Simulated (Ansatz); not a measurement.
Geometry optimisation, Ansatz 0.2.0, RKS PBE0-D4/def2-SVP.

input.yaml

```yaml
crystal:
  periodic: [false, false, false]
  atoms:
    - { symbol: C, position_ang: [-0.2254, 1.216, -0.2366] }
    - { symbol: Al, position_ang: [-0.2576, -0.73, -0.1519] }
    - { symbol: S, position_ang: [0.3846, -1.7585, 1.7375] }
    - { symbol: Cl, position_ang: [-0.8012, -1.9142, -1.905] }
    - { symbol: H, position_ang: [-1.304, 1.6026, -0.4746] }
    - { symbol: H, position_ang: [0.0711, 1.6969, 0.7172] }
    - { symbol: H, position_ang: [0.429, 1.5994, -1.0571] }
    - { symbol: H, position_ang: [-0.9962, -1.79597, 2.24916] }
basis:
  gaussian: { orbitals: def2-SVP }
hamiltonian:
  xc: pbe0
  dispersion: d4
relax:
  f_tol: 0.015
  max_steps: 40
```

Launched with:

```bash
$ ansatz run input.yaml --threads 1 --pin off --max-ram 2048MiB --backend cpu --events-out ev --progress --plain --runs-dir out
```

Q: Where does it end, and by what steps?

A: The run converged. After 16 steps the energy has fallen by 0.553 eV; H8 moved furthest, 1.19 Å.

| step | energy less start (eV) | largest force component (eV/Å) | accepted |
| --- | --- | --- | --- |
| 0 | 0.0000 | 2.307 | yes |
| 1 | -0.2791 | 0.774 | yes |
| 2 | -0.3006 | 0.176 | yes |
| 3 | -0.3036 | 0.037 | yes |
| 4 | -0.2994 | 1.018 | no |
| 5 | -0.3104 | 0.250 | yes |
| 6 | -0.3230 | 0.383 | yes |
| 7 | -0.3486 | 0.674 | yes |
| 8 | -0.3859 | 1.025 | yes |
| 9 | -0.4466 | 0.888 | yes |
| 10 | -0.5050 | 0.532 | yes |
| 11 | -0.5232 | 0.414 | yes |
| 12 | -0.5326 | 0.799 | yes |
| 13 | -0.5515 | 0.102 | yes |
| 14 | -0.5423 | 0.190 | no |
| 15 | -0.5532 | 0.030 | yes |
| 16 | -0.5534 | 0.004 | yes |

```xyz
8
Properties=species:S:1:pos:R:3
C -0.202 1.324 -0.302
Al -0.446 -0.561 0.067
S -0.097 -1.406 2.046
Cl -1.069 -1.900 -1.442
H -1.144 1.776 -0.651
H 0.137 1.878 0.587
H 0.541 1.471 -1.103
H -0.419 -2.665 1.675
```

Whether the end is a true minimum wasn't checked by a vibrational analysis.

The run took 2.4 min on 1 thread of Intel(R) Xeon(R) Processor @ 2.50GHz (Skylake/Cascade Lake), on a shared host, peak memory 0.19 GiB.
